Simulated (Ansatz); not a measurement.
**Worked example: NOF + GeHF2 → NO + GeHF3**

Species: NOF `O=NF`, singlet; GeHF2 `[F][GeH][F]`, doublet; NO (nitric oxide), doublet; GeHF3 `[F][GeH]([F])[F]`, singlet. A radical takes F: the energy is the difference in strength between the N–F bond broken and the Ge–F bond made.

Shapes, held fixed at every level: PBE0-D4/def2-TZVP. Programs: Ansatz 0.2.0. The zero-point and thermal change to 298 K, harmonic and unscaled (PBE0-D4/def2-TZVP), is +3.5 kJ/mol.

At CCSD(T)/def2-TZVPP; 1 Eh = 2625.50 kJ/mol:

```
species   energy (Eh)
    NOF   -229.438655
  GeHF2  -2275.716181
     NO   -129.720921
  GeHF3  -2375.552476
```

Work out ΔH(298 K) of the reaction at this level.


1. Products less reactants: (-129.720921) + (-2375.552476) − [(-229.438655) + (-2275.716181)] = -0.118561 Eh = -311.3 kJ/mol.
2. With the thermal change: -311.3 + (+3.5) = -307.8 kJ/mol.

Other levels give -385.0 (HF/def2-TZVPP) to -257.1 kJ/mol (r2SCAN-D4/def2-TZVPP). No measured value is set beside it here. Open shells run unrestricted unless RO is named. Relativity is left out for Ge unless named. Correlated rows may include outer-core shells of Ge, which these sets cover unevenly.
